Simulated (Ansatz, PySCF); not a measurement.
Gas-phase reaction (SMILES): [NH2][Al]([NH2])[F] + F (HF) -> [NH2][Al]([F])[F] + N (NH3); hydrogen fluoride cleaves one Al-N bond, a model of a ligand-exchange step.

Structures are relaxed separately at B3LYP-D3(BJ)/def2-TZVP in Ansatz (an electronic-structure program), one conformer each, not searched for the lowest. Correlated levels leave the core frozen unless marked. No spin-orbit coupling. No relativistic terms. CBS(X,Y): correlation extrapolated as X^-3; Hartree-Fock from the larger set. Thermal terms are rigid-rotor harmonic-oscillator values from B3LYP-D3(BJ) frequencies (Ansatz or PySCF) at 298.15 K and 1 atm. 1 Eh = 627.5095 kcal/mol.

| species | E, CCSD(T)/CBS(aug-cc-pV(T+d)Z,aug-cc-pV(Q+d)Z) (Ansatz) (Eh) | E, B3LYP-D3(BJ)/def2-TZVPD (Ansatz + dftd3) (Eh) | H - E (Eh) |
|---|---|---|---|
| [NH2][Al]([NH2])[F] | -453.77674 | -454.48716 | 0.06081 |
| F (HF) | -100.39216 | -100.49389 | 0.01259 |
| [NH2][Al]([F])[F] | -497.70176 | -498.42872 | 0.03710 |
| N (NH3) | -56.50411 | -56.58902 | 0.03799 |

**Question.** Work out ΔE and ΔH at 298.15 K at the first level, then ΔH at the second.

**Answer.** 
1. ΔE = [(-497.70176) + (-56.50411)] - [(-453.77674) + (-100.39216)] = -0.03697 Eh = -23.2 kcal/mol at CCSD(T)/CBS(aug-cc-pV(T+d)Z,aug-cc-pV(Q+d)Z).
2. The terms H - E add up to 0.00169 Eh, so ΔH = (-0.03697 + (0.00169))×627.5095 = -22.1 kcal/mol.
3. At B3LYP-D3(BJ)/def2-TZVPD the same steps give ΔE = -23.0 and ΔH = -22.0 kcal/mol, a shift of +0.1 from the first level.
4. These values are not checked against measurement here, since the tables used lack a sound gas-phase enthalpy of formation for at least one species.
